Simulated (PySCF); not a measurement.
Compound: CH₅BrSi.
InChI=1S/CH5BrSi/c1-3-2/h3H2,1H3

Computed with EOM-IP-CCSD/aug-cc-pVDZ in PySCF, restricted Hartree–Fock reference, frozen core, non-relativistic, gas phase, PBE0-D3(BJ)/def2-SVP geometry.

Hartree–Fock orbital energies give these Koopmans values (eV): HOMO 11.17, HOMO-1 11.19, HOMO-2 12.98, HOMO-3 13.29, HOMO-4 13.56, HOMO-5 15.69, HOMO-6 15.77, HOMO-7 19.00.

**Question.** What vertical ionisation energies does EOM-IP-CCSD give?

**Answer.** 
```csv
leading hole (HF orbital),Koopmans (eV),EOM-IP-CCSD (eV),change (eV),one-hole share
HOMO,11.17,10.53,-0.64,0.96
HOMO-1,11.19,10.58,-0.61,0.96
HOMO-2,12.98,12.28,-0.70,0.95
HOMO-3,13.29,12.47,-0.82,0.95
HOMO-4,13.56,12.75,-0.81,0.94
HOMO-5,15.69,14.73,-0.96,0.95
HOMO-6,15.77,14.78,-0.99,0.95
HOMO-7,19.00,17.44,-1.56,0.88
```

**Question.** Does the order of the lines follow the orbital energies?

**Answer.** Yes, no two lines change places. The corrections run from -1.56 to -0.61 eV, with a mean of -0.89 eV over the 8 lines; no line lies above its Koopmans value. Koopmans values leave out both the relaxation of the orbitals and the change in correlation energy.

**Question.** At what kinetic energies would He I light (21.22 eV) eject these electrons?

**Answer.** 10.69 eV (HOMO), 10.64 eV (HOMO-1), 8.94 eV (HOMO-2), 8.75 eV (HOMO-3), 8.47 eV (HOMO-4), 6.49 eV (HOMO-5), 6.44 eV (HOMO-6), 3.78 eV (HOMO-7).

Lines less than 0.15 eV apart could change places at a higher level. One root was sought for each valence orbital with −ε under 21 eV, eight at most, so deeper holes and satellites are missing; no vibrational structure.

On Arm Neoverse V1, one thread, shared host, this took 1.8 min of wall time and 1.7 GiB of memory at its peak.
